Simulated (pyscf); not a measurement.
One elimination on the singlet surface with elements of a group swapped. ωB97M-D3(BJ)/def2-TZVP, kcal/mol, from the reactant's lowest minimum found. Single points on ωB97X-D3(BJ)/def2-SVP structures (PySCF, gas phase).

| step | barrier | reaction energy | imaginary mode (i cm⁻¹) |
|---|---|---|---|
| H₃Si–S–Bi(Cl)–Cl → H₃Si–Cl + S=Bi–Cl | 34.9 | +29.1 | 257 |
| H₃Si–Te–Bi(Cl)–Cl -> H₃Si–Cl + Cl–Bi=Te | 30.8 | +17.0 | 275 |
| H₃Si–S–Sb(Cl)–Cl → H₃Si–Cl + S=Sb–Cl | 34.7 | +27.0 | 261 |
| H₃Si–Te–Sb(Cl)–Cl -> H₃Si–Cl + Cl–Sb=Te | [?] | [?] | 273 |

**Question.** Some entries are withheld; supply them.

**Answer.** 
- H₃Si–Te–Sb(Cl)–Cl -> H₃Si–Cl + Cl–Sb=Te, barrier: 32.0
- H₃Si–Te–Sb(Cl)–Cl -> H₃Si–Cl + Cl–Sb=Te, reaction energy: +17.2

Row 1: On the product side the descent ends in an adduct with a Bi–Cl contact, 9.8 kcal/mol under the separated species and 7.7 kcal/mol under the saddle at ωB97X-D3(BJ)/def2-TZVP. Row 2: On the product side the descent ends in a complex, 7.9 kcal/mol under the separated species and 13.1 kcal/mol under the saddle at ωB97X-D3(BJ)/def2-TZVP. Row 3: On the product side the descent ends in a bound adduct, 8.2 kcal/mol under the separated species and 8.6 kcal/mol under the saddle at ωB97X-D3(BJ)/def2-TZVP. Row 4: On the product side the descent ends in a complex, 6.7 kcal/mol under the separated species and 13.5 kcal/mol under the saddle at ωB97X-D3(BJ)/def2-TZVP. Each row is the saddle that its search found. Elements past Kr carry the def2 core potentials, without spin-orbit coupling.
